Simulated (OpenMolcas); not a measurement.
Ag5+ (d6) among equal point charges was computed by CASSCF with the d shell active (OpenMolcas, ANO-RCC-VDZP on the metal). Its lowest spin-free states, and all those of the highest spin:

```
2S+1  Degeneracy  E (cm-1)
   5           1       0.0
   5           2     183.2
   5           1      2903
   5           1      4557
   3           2     22715
   3           1     23270
   3           1     23543
   3           2     23601
   3           1     23756
   3           1     24116
   3           2     24246
   3           1     24370
```

**Question.** Is the site octahedral, tetrahedral or cube-like, axial, or of lower symmetry?

**Answer.** The states with 2S+1 = 5 have orbital degeneracies 1, 2, 1, 1. There are pairs but no triples, so the site is axial: not cubic, but with a proper or improper axis of order three or more. The run had Ag5+ among 5 point charges of -1 e arranged as a square pyramid (C4v), 2.16 Å from the ion, with the axial distance 2.549 Å.

Spin-orbit coupling mixes the spin-free states strongly: the lowest level takes only 54 % from its leading state, an unlabelled state of the same spin as most of the rest. Without dynamic correlation the repulsion within the d shell is too large (B by tens of per cent), so at a given field states of lower spin stand too high. Point charges give a weaker field than real ligands, and real ions of this kind are as a rule low spin; the high spin found here belongs to the model. The ground term spreads over less than 5000 cm-1, several times less than with real ligands, so orbital moments are less quenched and χT lies further from the spin-only value than at real sites. This is an electrostatic model: the charges have no orbitals. An unlabelled pair can be two single states that coincide in this model. No measured value stands beside these numbers.
